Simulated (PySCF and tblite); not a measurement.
Results of a calculation; reference values are marked as such.
C₃H₇BrO, numbered as in [CH3:1][O:2][CH2:3][CH2:4][Br:5].

Free energies: PBE0-D3(BJ)/def2-TZVP on PBE0-D3(BJ)/def2-SVP structures plus GFN2-xTB thermal terms, symmetry and mirror images included. Conformers within 4 kcal/mol (GFN2-xTB free energy) were kept, 7 at most. GIAO shieldings: PBE0/pcSseg-1. Shifts are against TMS (¹H), TMS (¹³C) at the same level. (PySCF 2.14, tblite 0.8.)

Problem. What shifts does this protocol give at 298.15 K under fast conformational exchange?

Solution. ¹H: 3.32 (H1, 3H), 3.27 (H3, 2H), 3.26 (H4, 2H) ppm. ¹³C: 74.9 (C3), 58.8 (C1), 40.0 (C4) ppm.

Problem. How do the conformers differ?

Solution. Torsions listed: C1–O2–C3–C4, O2–C3–C4–Br5. Of a mirror pair one member is shown.
```json
{"conformer": "1", "shape": "179°, 180°", "weight %": "41.2"}
{"conformer": "2", "shape": "174°, -67°", "weight %": "35.8"}
{"conformer": "3", "shape": "80°, 178°", "weight %": "14.3"}
{"conformer": "4", "shape": "62°, 55°", "weight %": "6.8"}
{"conformer": "5", "shape": "86°, -79°", "weight %": "2.0"}
```

```csv
signal,1,2,3,4,5,average
H1,3.33,3.34,3.29,3.19,3.68,3.32
H3,3.16,3.28,3.41,3.54,3.66,3.27
H4,3.20,3.32,3.20,3.35,3.37,3.26
C1,59.3,59.3,58.0,54.2,62.4,58.8
C3,75.3,75.1,74.6,71.7,75.8,74.9
C4,38.7,43.0,36.1,39.4,45.4,40.0
```

Problem. Which signal moves most, for its nucleus, between 220 and 380 K through the change of populations alone?

Solution. H3: 3.25 ppm at 220 K, 3.26 ppm at 260 K, 3.27 ppm at 298.15 K, 3.29 ppm at 340 K, 3.30 ppm at 380 K.

Spin–orbit effects of the heavy atoms on shieldings are missing. At a carbon that bears Br the missing effect is some 10 ppm, beside I tens of ppm. Shifts are unscaled: against experiment ¹³C can be off by 15 ppm or more and ¹H by 0.8 ppm.
